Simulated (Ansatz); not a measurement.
Species: C$_{2}$H$_{4}$N, charge 0, doublet. C2H4N (SMILES N(=[CH])C, doublet).
B3LYP-D3(BJ)/def2-TZVP minimum from Ansatz (a quantum-chemistry and plane-wave program):
```xyz
7

C      1.0759    -0.4011    -0.0139
N     -0.1232     0.3974     0.1557
C     -1.2726     0.1063    -0.1449
H      1.7804     0.1518    -0.6362
H      1.5399    -0.5489     0.9618
H      0.8639    -1.3706    -0.4709
H     -2.1415     0.7548     0.0087
```
Charge 0, spin multiplicity 2.

Total energies in hartree (Ansatz). Radicals and triplets start from unrestricted determinants; spin-orbit coupling is neglected. Cores are frozen in correlated methods. No relativity. For partners of very few electrons the exact lower level stands in for a higher one. The UHF reference of C2H4N ([CH]=NC, doublet) is spin-contaminated (<S^2> up to 0.07 over the pure value in the sets run).

```tsv
species	HF/cc-pVTZ	CCSD(T)/cc-pVTZ	HF/cc-pVQZ	CCSD(T)/cc-pVQZ	CCSD(T)/cc-pVDZ	CCSDT(Q)/cc-pVDZ
1: C2H4N (SMILES [CH]=NC, doublet)	-132.47873	-133.04213	-132.48824	-133.08148	-132.90798	-132.91038
2: C (triplet)	-37.69157	-37.78076	-37.69331	-37.78654	-37.76038	-37.76071
3: N (quartet)	-54.40069	-54.51471	-54.40372	-54.52482	-54.47850	-54.47866
4: H (doublet)	-0.49981	-0.49981	-0.49995	-0.49995	-0.49928	-0.49928
```

Problem. Work out the atomisation energy (electronic, to ground-state atoms) in kJ/mol: take Hartree-Fock from cc-pVQZ, extrapolate the CCSD(T) correlation energy as X^-3 (X = 3, 4), and add CCSDT(Q) - CCSD(T) in cc-pVDZ. 1 hartree = 2625.5 kJ/mol.

Solution. 
Species 1: correlation (64·(-0.59324) - 27·(-0.56340))/37 = -0.61502; step -0.00240; E1 = -132.48824 + (-0.61502) + (-0.00240) = -133.10566
Species 2: correlation (64·(-0.09323) - 27·(-0.08919))/37 = -0.09618; step -0.00033; E2 = -37.69331 + (-0.09618) + (-0.00033) = -37.78982
Species 3: correlation (64·(-0.12110) - 27·(-0.11402))/37 = -0.12627; step -0.00016; E3 = -54.40372 + (-0.12627) + (-0.00016) = -54.53015
Species 4: correlation (64·(0.00000) - 27·(0.00000))/37 = 0.00000; step +0.00000; E4 = -0.49995 + (0.00000) + (+0.00000) = -0.49995
-1·E1 +2·E2 +1·E3 +4·E4 = 0.99607 hartree = 2615.2 kJ/mol.
